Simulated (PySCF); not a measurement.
Species: C8H9FS.
Geometry (PBE0-D3(BJ)/def2-SVP, Å), atoms numbered from 1 in this order:
```
atom  x, y, z in Å
C1     2.8545    0.8644    0.9953
C2     1.9277    0.2056    0.5782
C3     0.8372   -0.6117    0.0829
C4     0.1630   -0.1487   -1.2472
C5    -0.8681   -1.2561   -1.4763
C6    -1.4257   -1.3871   -0.0345
C7    -0.5822   -0.3138    0.6605
S8    -0.7653   -0.0724    2.4293
C9    -0.6139    0.8334   -0.3619
F10   -1.8409    1.2403   -0.7936
H11    3.6727    1.4515    1.3691
H12    1.1192   -1.6768    0.1154
H13    0.7716    0.1905   -2.0945
H14   -0.4031   -2.1818   -1.8451
H15   -1.6377   -0.9450   -2.1961
H16   -2.4970   -1.1492    0.0293
H17   -1.2606   -2.3746    0.4193
H18   -2.1093    0.0614    2.3945
H19   -0.0315    1.7085   -0.0408
```

Theory: PySCF, PBE0-D3(BJ)/def2-SVP geometry optimisation, gas phase.

Masses are those of the commonest isotopes; rigid-rotor values at the optimised geometry. The values belong to one conformer with, in the numbering `[CH:1]#[C:2][C@@H:3]1[C@H:4]2[CH2:5][CH2:6][C@:7]1([SH:8])[C@@H:9]2[F:10]`, C6–C7–S8–H -52°.

**Question.** What are A, B and C (cm⁻¹)?

**Answer.** Ia = 352.70, Ib = 444.97, Ic = 576.57 u·Å²; 505379 MHz·u·Å²/I gives 1433, 1136 and 876.5 MHz, that is A = 0.04780, B = 0.03789, C = 0.02924 cm⁻¹.

**Question.** Classify the top.

**Answer.** An asymmetric top; Ray's κ = -0.068.

**Question.** What does the inertial defect say?

**Answer.** Not planar: Δ = Ic − Ia − Ib = -221.09 u·Å². For a rigid frame Δ = −2 Σ m c², so Σ m c² = 110.55 u·Å² lies off the ab plane: 16.71 from hydrogen and 93.84 from heavier atoms. The atom farthest from that plane is 2.17 Å away.

**Question.** Give the other two planar moments, Paa and Pbb, and the rms extents of the mass along the axes.

**Answer.** Paa = Σ m a² = (Ib + Ic − Ia)/2 = 334.42 and Pbb = Σ m b² = (Ia + Ic − Ib)/2 = 242.15 u·Å². With the mass M = 156.04 u, the rms extents √(P/M) along a, b and c are 1.46, 1.25, 0.84 Å.

**Question.** List the rotational levels J(Ka,Kc) to J = 5 (MHz).

**Answer.** Above 0(0,0):
J = 1: 1(0,1) 2012, 1(1,1) 2309, 1(1,0) 2569
J = 2: 2(0,2) 5926, 2(1,2) 6075, 2(1,1) 6852, 2(2,1) 7744, 2(2,0) 7855
J = 3: 3(0,3) 11609, 3(1,3) 11663, 3(1,2) 13186, 3(2,2) 13781, 3(2,1) 14245, 3(3,1) 15974, 3(3,0) 16007
J = 4: 4(0,4) 19022, 4(1,4) 19038, 4(1,3) 21428, 4(2,3) 21740, 4(2,2) 22832, 4(3,2) 24178, 4(3,1) 24381, 4(4,1) 27041, 4(4,0) 27049
J = 5: 5(0,5) 28175, 5(1,5) 28179, 5(1,4) 31432, 5(2,4) 31559, 5(2,3) 33502, 5(3,3) 34400, 5(3,2) 35034, 5(4,2) 37345, 5(4,1) 37412, 5(5,1) 40966, 5(5,0) 40967

**Question.** Which lines would a microwave search look for?

**Answer.** The dipole components are |μa| = 0.60 D, |μb| = 0.90 D, |μc| = 0.82 D. The squared components, which scale the intensities, stand as 0.45 : 1.00 : 0.82 (a : b : c). Some lines, for components of 0.1 D or more:

| type | branch | J(Ka,Kc) | MHz | lower level (cm⁻¹) |
| --- | --- | --- | --- | --- |
| c | Q | 3(2,2) ← 3(1,2) | 595 | 0.440 |
| a | Q | 2(1,1) ← 2(1,2) | 778 | 0.203 |
| c | Q | 2(2,1) ← 2(1,1) | 891 | 0.229 |
| b | Q | 3(1,2) ← 3(0,3) | 1576 | 0.387 |
| b | Q | 2(2,1) ← 2(1,2) | 1669 | 0.203 |
| b | Q | 3(2,2) ← 3(1,3) | 2117 | 0.389 |
| b | Q | 3(3,1) ← 3(2,2) | 2193 | 0.460 |
| c | R | 1(1,0) ← 0(0,0) | 2569 | 0.000 |
| a | R | 2(1,1) ← 1(1,0) | 4284 | 0.086 |
| c | R | 2(1,1) ← 1(0,1) | 4840 | 0.067 |
| b | R | 3(0,3) ← 2(1,2) | 5535 | 0.203 |
| b | R | 2(2,0) ← 1(1,1) | 5545 | 0.077 |
| a | R | 3(1,3) ← 2(1,2) | 5589 | 0.203 |
| a | R | 3(0,3) ← 2(0,2) | 5683 | 0.198 |
| b | R | 3(1,3) ← 2(0,2) | 5737 | 0.198 |
| a | R | 3(1,2) ← 2(1,1) | 6333 | 0.229 |
| b | R | 3(2,2) ← 2(1,1) | 6928 | 0.229 |

**Question.** Estimate the classical rotational partition function at 10 K, 100 K and 200 K.

**Answer.** Point group C1, symmetry number σ = 1; q = (√π/σ)·√((kT/h)³/(ABC)), k/h = 20836.6 MHz/K: 4460 at 10 K, 141000 at 100 K, 399000 at 200 K.

No frequency check. These are rigid-rotor constants of the computed structure; measured ground-state constants (B0) also hold zero-point vibration.
